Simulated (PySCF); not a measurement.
## Tin: a sound run and one with changed settings

Sound run: Sn [Kr] 4d10 5s2 5p2, Sn⁺ [Kr] 4d10 5s2 5p1. All numbers are calculated (PySCF 2.14, a scalar-relativistic core potential, in aug-cc-pVDZ-PP with ECP28MDF (5s4p3d, 32 functions)). In the sound run the correlated levels freeze 4s2 4p6 4d10 outside the core potential. The sound run starts from symmetry-adapted Hartree-Fock orbitals and uses a fine grid where one is needed.

Changed run: a valence shell is frozen. This setting is unsound on purpose.

```csv
species,method,sound run (hartree),changed run (hartree),converged
Sn,MP2,-213.37076,-213.33901,yes
Sn,CCSD(T),-213.38583,-213.34093,yes
```

Ionisation energy of Sn:

```json
{"method": "UHF", "sound run (eV)": "6.858", "changed run (eV)": "6.858"}
{"method": "MP2", "sound run (eV)": "7.087", "changed run (eV)": "6.954"}
{"method": "SCS-MP2", "sound run (eV)": "7.027", "changed run (eV)": "6.890"}
{"method": "CCSD", "sound run (eV)": "7.117", "changed run (eV)": "7.007"}
{"method": "CCSD(T)", "sound run (eV)": "7.127", "changed run (eV)": "7.007"}
{"method": "CCSDT", "sound run (eV)": "n/a", "changed run (eV)": "7.007"}
{"method": "FCI", "sound run (eV)": "n/a", "changed run (eV)": "7.007"}
```

Freezing a valence shell removes pair correlation that changes on ionisation.

For comparison, NIST gives 7.344 eV between the lowest levels.
